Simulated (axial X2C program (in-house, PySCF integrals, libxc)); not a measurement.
SnS⁻: from Re and ωe to a spectrum

A bond curve at the PBE0 level, with spin–orbit coupling, was computed with an axial X2C code built on PySCF integrals (basis Sn dyall-acv3z [12s13p10d5f1g], S dyall-av3z [9s8p3d2f] (cores contracted in-house)) for the state Ω = 1/2 (⟨Sz⟩ = -0.50, ⟨Lz⟩ = 1.00 at PBE0). Its fit gives Re = 2.3062 Å, ωe = 411.9 cm⁻¹, ωexe = 1.15 cm⁻¹ and αe = 4.963e-04 cm⁻¹; the masses are 119.9022 and 31.9721 u. Two-component means X2C with spin–orbit coupling and atomic mean-field Coulomb and Gaunt terms.

(1) Find the reduced mass, Be and the force constant.

(2) Estimate the centrifugal constant by the Kratzer relation.

(3) A Morse curve ties αe to the other constants (Pekeris). How well does that hold?

(4) Where do the fundamental and the first overtone lie?

One determinant describes the state; a PBE0 search over occupations chose it and may have missed a lower one. Density functionals use the spin component along the axis (collinear). The functionals have no current-density term, which raises determinants with orbital currents, atoms included. The highest occupied level of some functionals is positive through self-interaction error; at Hartree–Fock it is bound.

Answers

(1) From the PBE0 values: μ = 25.2414 u. Be = 16.8576/(μ Re²) = 0.1256 cm⁻¹. k = 5.8918×10⁻⁷ μ ωe² = 2.52 mdyn/Å.

(2) D = 4Be³/ωe² = 4.67e-08 cm⁻¹.

(3) αe(Morse) = 6Be²/ωe × (√(ωexe/Be) − 1) = 4.654e-04 cm⁻¹; the PBE0 curve gives 4.963e-04 cm⁻¹, a ratio of 0.94.

(4) ν(1←0) = ωe − 2ωexe = 409.6 cm⁻¹; ν(2←0) = 2ωe − 6ωexe = 816.9 cm⁻¹.
